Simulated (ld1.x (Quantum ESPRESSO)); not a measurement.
**manganese: excitation energies, all-electron against PAW**

Mn (Z = 25), PAW, made with ld1.x (Quantum ESPRESSO) 7.5 (PBE, scalar-relativistic). Core [Ar], reference 3d5 4s1 4p0 (charge +1). Waves: 4s (bound): rcut 2.00, rcutus 2.60 bohr; 4s channel at 2.1 Ry: rcut 2.00, rcutus 2.60 bohr; 4p (bound, empty): rcut 1.45, rcutus 2.00 bohr; 4p channel at -0.1 Ry: rcut 1.45, rcutus 2.00 bohr; 3d (bound): rcut 1.75, rcutus 2.00 bohr; 3d channel at 0.2 Ry: rcut 1.75, rcutus 2.00 bohr. Local part: all-electron potential smoothed inside 2.05 bohr (lloc = -1). Core correction: Bessel-smoothed model core, default radius (core density twice the valence density). Augmentation charge: PSQ, inside the norm-conserving radii.

Energies are relative to the spin-unpolarised reference configuration 3d5 4s1 4p0; without spin polarisation the order of configurations can differ from experiment. Not all tests gave a result: 3 of 7 tests not solved or not reliable. Left out of the table: 3d4 4s0 4p0 (solver errors, printed error -192 eV); 3d6 4s1 4p0 (solver errors, printed error -390 eV); 3d5 4s0 4p1 (solver errors, printed error -3.0 eV).

| valence configuration | charge | ΔE all-electron (eV) | error AE − PS (meV) |
| --- | --- | --- | --- |
| 3d5 4s2 4p0 | 0 | -8.416 | -0.4 |
| 3d5 4s0 4p0 | +2 | 15.599 | -4.9 |
| 3d5 4s1.5 4p0 | +0.5 | -5.055 | +0.1 |

What are ΔE and the potential's error for 3d5.5 4s1.5 4p0?

ΔE = -8.898 eV all-electron; the error (AE − PS) is -19 meV.

Levels in the configuration 3d5 4s0 4p0:

| level | all-electron (eV) | pseudo (eV) |
| --- | --- | --- |
| 3d | -24.318 | -24.325 |

Note: ghost state, extra bound levels that the all-electron valence spectrum of the same l lacks: p at -47.0 eV. A true bound ghost makes a file unfit for plane-wave use.
